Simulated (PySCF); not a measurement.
# P: excitation energy

P [Ne] 3s2 3p3 (4S) → P [Ne] 3s1 3p4 (4P), as a difference of total energies. Computed with PySCF 2.14 in x2c-QZVPPall, with scalar relativity by spin-free X2C-1e. Correlated levels: valence: [Ne] frozen. The calculations carry no spin-orbit coupling.

```
           method  excitation energy (eV)
              UHF                   7.982
    MP2 (valence)                   8.111
SCS-MP2 (valence)                   8.143
   CCSD (valence)                   7.685
CCSD(T) (valence)                   7.546
```

Errors of the correlated levels include the incompleteness of this basis and the frozen core.

The coupled-cluster amplitudes are large for the upper state (T1 above 0.03 or a double amplitude above 0.15), so a single reference is strained.

Which method comes closest to the reference value, and which is furthest?

The reference is 7.395 eV (measured; NIST levels, between the centres of gravity of the two terms). Closest: CCSD(T) (valence) (error 0.151 eV); furthest: SCS-MP2 (valence) (error 0.748 eV).
